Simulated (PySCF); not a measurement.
Sb(Br)(SiH3)2 (BrH6SbSi2), SMILES [SiH3][Sb]([SiH3])[Br]. Heavy atoms are numbered as in [Sb:1]([Br:2])([SiH3:3])[SiH3:7]. Hydrogens are named by the atom that carries them.

Geometry optimised at B3LYP-D3(BJ)/def2-SVP. The def2 effective core potentials stand for the cores of Sb; spin–orbit coupling is left out.

The numbers are results of PBE/def2-TZVP in PySCF, not measurements.

ESP charges are fitted to the potential on shells at 1.4 to 2.0 van der Waals radii. Atomic charges (e), one atom of each kind:

```
atom        ESP fit  Mulliken  Löwdin
----------  -------  --------  ------
Sb1             [?]      0.33    0.14
Br2             [?]     -0.30   -0.06
Si3 (SiH3)      [?]     -0.01    0.05
H on Si3        [?]      0.01   -0.02
```

Task: Complete the blanks. (Estimate from the structure and the level; the computed values follow.)

Result: 
- Sb1, ESP fit: 0.10
- Br2, ESP fit: -0.18
- Si3 (SiH3), ESP fit: 0.13
- H on Si3, ESP fit: -0.04
